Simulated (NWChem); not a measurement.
All runs are NWChem calculations. System: C₂H₈AlN, charge 0, spin multiplicity 1, at a geometry optimised with B3LYP/def2-SVP. The structure started from a generated list of species. Level: RHF/def2-TZVP.

The NWChem input:

```
start mol
memory heap 200 mb stack 800 mb global 1000 mb
geometry units angstroms nocenter noautoz
  Al     0.000000     0.000000     1.479422
  H      1.404102     0.000000     2.210967
  H     -1.404102     0.000000     2.210967
  N      0.000000     0.000000    -0.311408
  C     -1.208167     0.000000    -1.117194
  C      1.208167     0.000000    -1.117194
  H     -1.263758     0.889950    -1.776650
  H     -1.263758    -0.889950    -1.776650
  H     -2.107064     0.000000    -0.480815
  H      1.263758    -0.889950    -1.776650
  H      1.263758     0.889950    -1.776650
  H      2.107064     0.000000    -0.480815
  symmetry group C2v
end
basis spherical
  * library def2-tzvp
end
scf
  rhf
  nopen 0
  maxiter 100
  thresh 1e-7
  semidirect memsize 60000000 filesize 0
end
task scf energy
```

Output (cleaned and shortened):

```
             Northwest Computational Chemistry Package (NWChem) 7.3.0
             --------------------------------------------------------

                                NWChem Input Module
                                -------------------

 Scaling coordinates for geometry "geometry" by  1.889725989
 (inverse scale =  0.529177249)

 Turning off AUTOSYM since
 SYMMETRY directive was detected!

                             Geometry "geometry" -> ""
                             -------------------------

 Output coordinates in angstroms (scale by  1.889725989 to convert to a.u.)

  No.       Tag          Charge          X              Y              Z
 ---- ---------------- ---------- -------------- -------------- --------------
    1 Al                  13.0000     0.00000000     0.00000000     1.47942200
    2 H                    1.0000     1.40410200     0.00000000     2.21096700
    3 H                    1.0000    -1.40410200     0.00000000     2.21096700
    4 N                    7.0000     0.00000000     0.00000000    -0.31140800
    5 C                    6.0000    -1.20816700     0.00000000    -1.11719400
    6 C                    6.0000     1.20816700     0.00000000    -1.11719400
    7 H                    1.0000    -1.26375800     0.88995000    -1.77665000
    8 H                    1.0000    -1.26375800    -0.88995000    -1.77665000
    9 H                    1.0000    -2.10706400     0.00000000    -0.48081500
   10 H                    1.0000     1.26375800    -0.88995000    -1.77665000
   11 H                    1.0000     1.26375800     0.88995000    -1.77665000
   12 H                    1.0000     2.10706400     0.00000000    -0.48081500

 Effective nuclear repulsion energy (a.u.)     160.5298116235

            Nuclear Dipole moment (a.u.)
            ----------------------------
        X                 Y               Z
 ---------------- ---------------- ----------------
     0.0000000000     0.0000000000     0.0000113384

      Symmetry information
      --------------------

 Group name             C2v
 Group number             16
 Group order               4
 No. of unique centers     6

      Symmetry unique atoms

     1    2    4    5    7    9


 Summary of "ao basis" -> "" (spherical)
 ------------------------------------------------------------------------------
       Tag                 Description            Shells   Functions and Types
 ---------------- ------------------------------  ------  ---------------------
 *                         def2-tzvp                  on all atoms

 Summary of "ao basis" -> "ao basis" (spherical)
 ------------------------------------------------------------------------------
       Tag                 Description            Shells   Functions and Types
 ---------------- ------------------------------  ------  ---------------------
 Al                        def2-tzvp                13       37   5s5p2d1f
 H                         def2-tzvp                 4        6   3s1p
 N                         def2-tzvp                11       31   5s3p2d1f
 C                         def2-tzvp                11       31   5s3p2d1f

                                 NWChem SCF Module
                                 -----------------

  ao basis        = "ao basis"
  functions       =   178
  atoms           =    12
  closed shells   =    20
  open shells     =     0
  charge          =   0.00
  wavefunction    = RHF
  use symmetry    = T
  symmetry adapt  = T

 Summary of "ao basis" -> "ao basis" (spherical)
 ------------------------------------------------------------------------------
       Tag                 Description            Shells   Functions and Types
 ---------------- ------------------------------  ------  ---------------------
 Al                        def2-tzvp                13       37   5s5p2d1f
 H                         def2-tzvp                 4        6   3s1p
 N                         def2-tzvp                11       31   5s3p2d1f
 C                         def2-tzvp                11       31   5s3p2d1f

      Symmetry analysis of basis
      --------------------------

        a1         67
        a2         24
        b1         53
        b2         34

 Forming initial guess at       0.1s

      Superposition of Atomic Density Guess
      -------------------------------------

 Sum of atomic energies:        -375.52750570

      Non-variational initial energy
      ------------------------------

 Total energy =    -377.652565
 1-e energy   =    -833.672566
 2-e energy   =     295.490189
 HOMO         =      -0.278682
 LUMO         =       0.001161

      Symmetry analysis of molecular orbitals - initial
      -------------------------------------------------

  Numbering of irreducible representations:

     1 a1          2 a2          3 b1          4 b2

  Orbital symmetries:

     1 a1          2 a1          3 a1          4 b1          5 a1
     6 a1          7 b1          8 b2          9 a1         10 b1
    11 a1         12 a1         13 b2         14 b1         15 a1
    16 a2         17 b1         18 a1         19 b1         20 b2
    21 b2         22 a1         23 a1         24 b1         25 a1
    26 a1         27 b2         28 b1         29 a1         30 a2

 Starting SCF solution at       5.7s

 ----------------------------------------------
         Quadratically convergent ROHF

 Convergence threshold     :          1.000E-07
 Maximum no. of iterations :          100
 Final Fock-matrix accuracy:          1.000E-09
 ----------------------------------------------

              iter       energy          gnorm     gmax       time
             ----- ------------------- --------- --------- --------
                 1     -376.7610329145  8.53D-01  1.51D-01      6.1
                 2     -376.8093920674  4.29D-01  1.16D-01      6.5
                 3     -376.8194669292  1.72D-01  3.76D-02      7.2
                 4     -376.8212755697  7.25D-03  1.23D-03      8.3
                 5     -376.8212793359  2.19D-05  6.09D-06     10.3
                 6     -376.8212793360  9.79D-09  2.63D-09     12.8

       Final RHF  results
       ------------------

         Total SCF energy =   -376.821279335962
      One-electron energy =   -837.711450442896
      Two-electron energy =    300.360359483405
 Nuclear repulsion energy =    160.529811623528

        Time for solution =      7.1s

       Symmetry analysis of molecular orbitals - final
       -----------------------------------------------

  Numbering of irreducible representations:

     1 a1          2 a2          3 b1          4 b2

  Orbital symmetries:

     1 a1          2 a1          3 b1          4 a1          5 a1
     6 b2          7 b1          8 a1          9 a1         10 b1
    11 a1         12 a1         13 b2         14 b1         15 a2
    16 a1         17 b1         18 a1         19 b1         20 b2
    21 b2         22 a1         23 a1         24 a1         25 b1
    26 a1         27 b2         28 b1         29 a1         30 a2

             Final eigenvalues
             -----------------

              1
    1  -58.4524
    2  -15.5312
    3  -11.2467
    4  -11.2467
    5   -4.8695
    6   -3.1852
    7   -3.1829
    8   -3.1828
    9   -1.1768
   10   -0.9434
   11   -0.8305
   12   -0.6432
   13   -0.6106
   14   -0.5954
   15   -0.5324
   16   -0.5265
   17   -0.5080
   18   -0.4585
   19   -0.4250
   20   -0.3478
   21    0.0658
   22    0.1198
   23    0.1450
   24    0.1628
   25    0.1656
   26    0.2166
   27    0.2217
   28    0.2256
   29    0.2438
   30    0.2465

                       ROHF Final Molecular Orbital Analysis
                       -------------------------------------

 Vector   18  Occ=2.000000D+00  E=-4.585481D-01  Symmetry=a1
              MO Center= -2.8D-14, -9.2D-16,  3.0D-01, r^2= 4.0D+00
   Bfn.  Coefficient  Atom+Function         Bfn.  Coefficient  Atom+Function
  ----- ------------  ---------------      ----- ------------  ---------------
    57     -0.256632   4 N  pz               60     -0.241937   4 N  pz
    17      0.239884   1 Al pz

 Vector   19  Occ=2.000000D+00  E=-4.249611D-01  Symmetry=b1
              MO Center= -1.2D-13,  7.1D-14,  2.0D+00, r^2= 2.8D+00
   Bfn.  Coefficient  Atom+Function         Bfn.  Coefficient  Atom+Function
  ----- ------------  ---------------      ----- ------------  ---------------
    15      0.304360   1 Al px               39      0.232468   2 H  s
    45     -0.232468   3 H  s                40      0.174772   2 H  s
    46     -0.174772   3 H  s

 Vector   20  Occ=2.000000D+00  E=-3.478165D-01  Symmetry=b2
              MO Center= -2.7D-15, -1.9D-15, -5.4D-01, r^2= 2.2D+00
   Bfn.  Coefficient  Atom+Function         Bfn.  Coefficient  Atom+Function
  ----- ------------  ---------------      ----- ------------  ---------------
    56      0.351400   4 N  py               59      0.343546   4 N  py
    62      0.294764   4 N  py

 Vector   21  Occ=0.000000D+00  E= 6.577215D-02  Symmetry=b2
              MO Center= -1.4D-15,  2.1D-14,  1.6D+00, r^2= 5.6D+00
   Bfn.  Coefficient  Atom+Function         Bfn.  Coefficient  Atom+Function
  ----- ------------  ---------------      ----- ------------  ---------------
    19      0.942145   1 Al py               62     -0.263847   4 N  py
    16      0.180900   1 Al py

 Vector   22  Occ=0.000000D+00  E= 1.197723D-01  Symmetry=a1
              MO Center= -9.6D-15, -4.0D-15,  6.5D-01, r^2= 1.0D+01
   Bfn.  Coefficient  Atom+Function         Bfn.  Coefficient  Atom+Function
  ----- ------------  ---------------      ----- ------------  ---------------
    85      2.850732   5 C  s               116      2.850732   6 C  s
    20      1.903456   1 Al pz                5     -1.475446   1 Al s
    63      0.889944   4 N  pz              145     -0.809745   7 H  s
   151     -0.809745   8 H  s               163     -0.809745  10 H  s
   169     -0.809745  11 H  s               157     -0.700808   9 H  s

 Vector   23  Occ=0.000000D+00  E= 1.449946D-01  Symmetry=a1
              MO Center=  2.5D-15, -1.3D-15,  2.1D+00, r^2= 6.1D+00
   Bfn.  Coefficient  Atom+Function         Bfn.  Coefficient  Atom+Function
  ----- ------------  ---------------      ----- ------------  ---------------
     5      2.615432   1 Al s                40     -1.278196   2 H  s
    46     -1.278196   3 H  s                20      0.822650   1 Al pz
   157     -0.377880   9 H  s               175     -0.377880  12 H  s
    63     -0.372997   4 N  pz               54     -0.368074   4 N  s
   145      0.335512   7 H  s               151      0.335512   8 H  s

 center of mass
 --------------
 x =   0.00000000 y =   0.00000000 z =   0.13113289

 moments of inertia (a.u.)
 ------------------
         415.143945172594           0.000000000000           0.000000000000
           0.000000000000         597.983472747384           0.000000000000
           0.000000000000           0.000000000000         205.643158351490

  Mulliken analysis of the total density
  --------------------------------------

    Atom       Charge   Shell Charges
 -----------   ------   -------------------------------------------------------
    1 Al  13    12.52   2.00  0.65  1.33  0.69  0.25  2.92  2.28  0.82  0.95  0.28  0.16  0.14  0.05
    2 H    1     1.15   0.23  0.57  0.35  0.01
    3 H    1     1.15   0.23  0.57  0.35  0.01
    4 N    7     7.36   0.82  1.16  0.48  0.87  0.15  1.49  1.82  0.52  0.01  0.05  0.00
    5 C    6     6.22   0.85  1.12  0.48  0.66  0.10  1.22  1.33  0.33  0.03  0.09  0.01
    6 C    6     6.22   0.85  1.12  0.48  0.66  0.10  1.22  1.33  0.33  0.03  0.09  0.01
    7 H    1     0.91   0.27  0.50  0.12  0.02
    8 H    1     0.91   0.27  0.50  0.12  0.02
    9 H    1     0.88   0.27  0.50  0.10  0.02
   10 H    1     0.91   0.27  0.50  0.12  0.02
   11 H    1     0.91   0.27  0.50  0.12  0.02
   12 H    1     0.88   0.27  0.50  0.10  0.02

       Multipole analysis of the density wrt the origin
       ------------------------------------------------

     L   x y z        total         open         nuclear
     -   - - -        -----         ----         -------
     0   0 0 0     -0.000000      0.000000     40.000000

     1   1 0 0      0.000000      0.000000      0.000000
     1   0 1 0     -0.000000      0.000000      0.000000
     1   0 0 1     -0.282676      0.000000      0.000011

     2   2 0 0    -27.328257      0.000000    131.153727
     2   1 1 0     -0.000000      0.000000      0.000000
     2   1 0 1      0.000000      0.000000      0.000000
     2   0 2 0    -23.923237      0.000000     11.313289
     2   0 1 1     -0.000000      0.000000      0.000000
     2   0 0 2    -27.333536      0.000000    239.169582

 Task  times  cpu:       12.9s     wall:       12.9s

 Total times  cpu:       12.9s     wall:       12.9s
```
